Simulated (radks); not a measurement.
Values are calculated unless marked as measured or tabulated.
Question: Rb11+, 26 electrons, occupied as [Ar] 3d8 (the NIST ground configuration). Level of theory: scalar-relativistic Kohn-Sham, LB94 model potential, spin-polarised, spherical densities, finite nucleus; open shells are filled with parallel spins first (spin-orbit coupling, left out, can overturn this in heavy ions); Fermi nuclear charge, rms radius 4.2036 fm (a radial shooting solver on a logarithmic mesh with Libxc functionals). Some entries of the table are withheld. Estimate them.

orbital  occ.  eigenvalue (hartree)  <1/r> (bohr^-1)  r(max) (bohr)
1s down     1             -566.0200            37.92        0.02628
1s up       1             -566.0173            37.92        0.02628
2s down     1             -84.51342            8.454         0.1494
2s up       1             -84.50889            8.451         0.1494
2p down     3             -76.20446            8.278         0.1193
2p up       3             -76.19626            8.276         0.1193
3s up       1             -20.28218            2.873         0.4458
3s down     1             -20.15543            2.867         0.4461
3p up       3             -17.59170            2.743         0.4391
3p down     3             -17.46645            2.737         0.4395
3d up       5                   (1)            2.541         0.3773
3d down     3                   (2)            2.539         0.3770

Answer: 
(1) 3d up eigenvalue (hartree): -13.17907
(2) 3d down eigenvalue (hartree): -13.06281
